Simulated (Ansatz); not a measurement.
**Nudged elastic band run: Cl2GeH2**

The input (input.yaml):

```yaml
crystal:
  periodic: [false, false, false]
  atoms:
    - { symbol: Ge, position_ang: [0.27097, 0.0, 0.191748] }
    - { symbol: H, position_ang: [0.192502, 0.0, 1.723635] }
    - { symbol: H, position_ang: [1.689186, 0.0, -0.392633] }
    - { symbol: Cl, position_ang: [-0.753978, 1.767955, -0.533126] }
    - { symbol: Cl, position_ang: [-0.753978, -1.767955, -0.533126] }
basis:
  gaussian: { orbitals: def2-SVP }
hamiltonian:
  xc: b3lyp
neb:
  order_check: false
  images: 5
  f_tol: 0.05
  max_iterations: 60
  final_atoms:
    - { symbol: Ge, position_ang: [-0.8261667, -1.0e-07, -0.58918386] }
    - { symbol: H, position_ang: [2.49172515, -1.945e-05, 2.23032026] }
    - { symbol: H, position_ang: [2.92968601, 1.986e-05, 1.60831328] }
    - { symbol: Cl, position_ang: [-1.97526274, 1.70900884, -1.39648749] }
    - { symbol: Cl, position_ang: [-1.97527972, -1.70900916, -1.39646419] }
  initial_path:
    images:
      - { positions_ang: [[0.27097, 0.0, 0.191748], [0.192502, 0.0, 1.723635], [1.689186, 0.0, -0.392633], [-0.753978, 1.767955, -0.533126], [-0.753978, -1.767955, -0.533126]] }
      - { positions_ang: [[0.18064662, 0.0, 0.12783212], [0.48710396, 0.0, 1.60902137], [1.67932503, 0.0, -0.07665842], [-0.8511868, 1.78247, -0.60184853], [-0.8511868, -1.78247, -0.60184853]] }
      - { positions_ang: [[0.09032325, 0.0, 0.06391623], [0.78170591, 0.0, 1.49440774], [1.66946406, 0.0, 0.23931615], [-0.94839561, 1.796985, -0.67057106], [-0.94839561, -1.796985, -0.67057106]] }
      - { positions_ang: [[-1.3e-07, 0.0, 3.5e-07], [1.07630787, 0.0, 1.37979411], [1.65960309, 0.0, 0.55529073], [-1.04560441, 1.8115, -0.73929359], [-1.04560441, -1.8115, -0.73929359]] }
      - { positions_ang: [[-0.27538899, -3.0e-08, -0.19639439], [1.54811363, -6.48e-06, 1.66330283], [2.08296406, 6.62e-06, 0.90629824], [-1.35549052, 1.77733628, -0.95835822], [-1.35549618, -1.77733639, -0.95835046]] }
      - { positions_ang: [[-0.55077784, -6.0e-08, -0.39278912], [2.01991939, -1.297e-05, 1.94681155], [2.50632504, 1.324e-05, 1.25730576], [-1.66537663, 1.74317256, -1.17742286], [-1.66538795, -1.74317277, -1.17740733]] }
      - { positions_ang: [[-0.8261667, -1.0e-07, -0.58918386], [2.49172515, -1.945e-05, 2.23032026], [2.92968601, 1.986e-05, 1.60831328], [-1.97526274, 1.70900884, -1.39648749], [-1.97527972, -1.70900916, -1.39646419]] }
```

Run as:

```bash
$ ansatz run input.yaml --threads 2 --pin off --max-ram 3072MiB --backend cpu --events-out ev --progress --plain --runs-dir out
```

Output, in part (warnings, iteration lines, the closing report on the highest movable image, with atoms numbered from 0):

```
NEB end point (image 0): max|allowed force component| = 1.560e-2 eV/Å (the criterion of neb.relax_end_points is 1.000e-2)
NEB end point (image 6): max|allowed force component| = 1.741e-3 eV/Å (the criterion of neb.relax_end_points is 1.000e-2)
NEB iter   1: max|band force component| = 3.185e0 eV/Å  barrier→ = 4.8225 eV  barrier← = 4.3468 eV  Δτ_max = 0.1939 Å  (243 SCF iters)
NEB iter   2: max|band force component| = 5.737e0 eV/Å  barrier→ = 3.2902 eV  barrier← = 2.8145 eV  Δτ_max = 0.0968 Å  (161 SCF iters)
NEB iter   3: max|band force component| = 1.769e0 eV/Å  barrier→ = 2.8729 eV  barrier← = 2.3972 eV  Δτ_max = 0.2000 Å  (137 SCF iters)
NEB iter   4: max|band force component| = 4.758e0 eV/Å  barrier→ = 3.4822 eV  barrier← = 3.0065 eV  Δτ_max = 0.0981 Å  (133 SCF iters)
NEB iter   5: max|band force component| = 2.089e0 eV/Å  barrier→ = 3.6385 eV  barrier← = 3.1628 eV  Δτ_max = 0.0497 Å  (120 SCF iters)
NEB iter   6: max|band force component| = 1.383e0 eV/Å  barrier→ = 3.9025 eV  barrier← = 3.4268 eV  Δτ_max = 0.0952 Å  (119 SCF iters)
NEB iter   7: max|band force component| = 1.239e0 eV/Å  barrier→ = 3.7655 eV  barrier← = 3.2898 eV  Δτ_max = 0.0468 Å  (120 SCF iters)
NEB iter   8: max|band force component| = 3.675e0 eV/Å  barrier→ = 3.9067 eV  barrier← = 3.4310 eV  CI = image 2  Δτ_max = 0.0957 Å  (121 SCF iters)
NEB iter   9: max|band force component| = 3.724e0 eV/Å  barrier→ = 3.6797 eV  barrier← = 3.2040 eV  CI = image 2  Δτ_max = 0.1944 Å  (119 SCF iters)
NEB iter  10: max|band force component| = 3.482e0 eV/Å  barrier→ = 4.5230 eV  barrier← = 4.0473 eV  CI = image 2  Δτ_max = 0.1966 Å  (135 SCF iters)
NEB iter  11: max|band force component| = 4.106e0 eV/Å  barrier→ = 3.3162 eV  barrier← = 2.8405 eV  CI = image 2  Δτ_max = 0.0976 Å  (140 SCF iters)
NEB iter  12: max|band force component| = 3.988e0 eV/Å  barrier→ = 3.6896 eV  barrier← = 3.2139 eV  CI = image 2  Δτ_max = 0.0986 Å  (129 SCF iters)
NEB iter  13: max|band force component| = 4.057e0 eV/Å  barrier→ = 3.8695 eV  barrier← = 3.3938 eV  CI = image 2  Δτ_max = 0.0978 Å  (142 SCF iters)
NEB iter  14: max|band force component| = 3.369e0 eV/Å  barrier→ = 3.2522 eV  barrier← = 2.7765 eV  CI = image 2  Δτ_max = 0.0972 Å  (143 SCF iters)
NEB iter  15: max|band force component| = 3.576e0 eV/Å  barrier→ = 2.7013 eV  barrier← = 2.2256 eV  CI = image 2  Δτ_max = 0.1917 Å  (144 SCF iters)
NEB iter  16: max|band force component| = 3.250e0 eV/Å  barrier→ = 1.9247 eV  barrier← = 1.4490 eV  CI = image 2  Δτ_max = 0.2000 Å  (141 SCF iters)
NEB iter  17: max|band force component| = 3.137e0 eV/Å  barrier→ = 2.1869 eV  barrier← = 1.7112 eV  CI = image 2  Δτ_max = 0.0993 Å  (140 SCF iters)
NEB iter  18: max|band force component| = 2.715e0 eV/Å  barrier→ = 2.8221 eV  barrier← = 2.3464 eV  CI = image 2  Δτ_max = 0.1922 Å  (135 SCF iters)
NEB iter  19: max|band force component| = 1.399e0 eV/Å  barrier→ = 2.8124 eV  barrier← = 2.3367 eV  CI = image 2  Δτ_max = 0.1178 Å  (142 SCF iters)
NEB iter  20: max|band force component| = 3.496e-1 eV/Å  barrier→ = 2.8795 eV  barrier← = 2.4038 eV  CI = image 2  Δτ_max = 0.0970 Å  (137 SCF iters)
NEB iter  21: max|band force component| = 1.307e-1 eV/Å  barrier→ = 2.8557 eV  barrier← = 2.3800 eV  CI = image 2  Δτ_max = 0.1972 Å  (134 SCF iters)
NEB iter  22: max|band force component| = 7.452e-2 eV/Å  barrier→ = 2.8555 eV  barrier← = 2.3798 eV  CI = image 2  Δτ_max = 0.1956 Å  (131 SCF iters)
NEB iter  23: max|band force component| = 1.778e-1 eV/Å  barrier→ = 2.8555 eV  barrier← = 2.3798 eV  CI = image 2  Δτ_max = 0.1011 Å  (122 SCF iters)
NEB iter  24: max|band force component| = 8.768e-2 eV/Å  barrier→ = 2.8554 eV  barrier← = 2.3797 eV  CI = image 2  Δτ_max = 0.1013 Å  (120 SCF iters)
NEB iter  25: max|band force component| = 4.389e-2 eV/Å  barrier→ = 2.8554 eV  barrier← = 2.3797 eV  CI = image 2  Δτ_max = 0.0000 Å  (246 SCF iters)
Total energy: -81582.40370071 eV, -2998.0980374616 hartree
Atom 0 at     0.308523     0.002980    -0.446529 Å, force     0.000960     0.002165     0.000676 eV/Å
Atom 1 at     0.591853    -0.001634     1.310053 Å, force     0.000430     0.000071    -0.000062 eV/Å
Atom 2 at     1.601906     0.007909     0.396951 Å, force    -0.001561    -0.000146    -0.000509 eV/Å
Atom 3 at    -0.939716     1.784790    -0.395501 Å, force     0.000765    -0.001313    -0.000079 eV/Å
Atom 4 at    -0.917865    -1.794045    -0.408475 Å, force    -0.000594    -0.000776    -0.000026 eV/Å
Dipole moment:     0.377595     0.002181    -0.013248 e Å
```

It converged. A structure lower than the last end lies on the path between it and the top, so the climb from that side starts below the end, which may itself be a saddle point or a shallow side well. Neighbouring images differ by up to 2.4 eV, so the band resolves the path poorly. A vibrational analysis at the climbing image gives one clearly imaginary mode, 1447i cm⁻¹: a first-order saddle point. The orbitals stay closed-shell, which can raise the energy where a bond breaks towards radicals; this wasn't checked here.

Final band (atoms are numbered from 1 in the order of the input):

| image | path coordinate (Å) | energy (kcal/mol) | Ge1–H2 (Å) | Ge1–H3 (Å) | H2–H3 (Å) |
| --- | --- | --- | --- | --- | --- |
| 0 | 0.00 | 0.0 | 1.53 | 1.53 | 2.59 |
| 1 | 0.63 | 21.1 | 1.52 | 1.51 | 1.98 |
| 2 | 1.26 | 65.8 | 1.78 | 1.54 | 1.36 |
| 3 | 2.59 | 11.0 | 2.98 | 2.91 | 0.76 |
| 4 | 3.92 | 10.8 | 4.12 | 4.26 | 0.76 |
| 5 | 5.25 | 11.0 | 4.48 | 3.89 | 0.76 |
| 6 | 6.58 | 11.0 | 4.35 | 4.35 | 0.76 |

Time of the run: 2.2 min on 2 threads of Intel(R) Xeon(R) Platinum 8488C (Sapphire Rapids), on a shared host, peak memory 0.2 GiB.
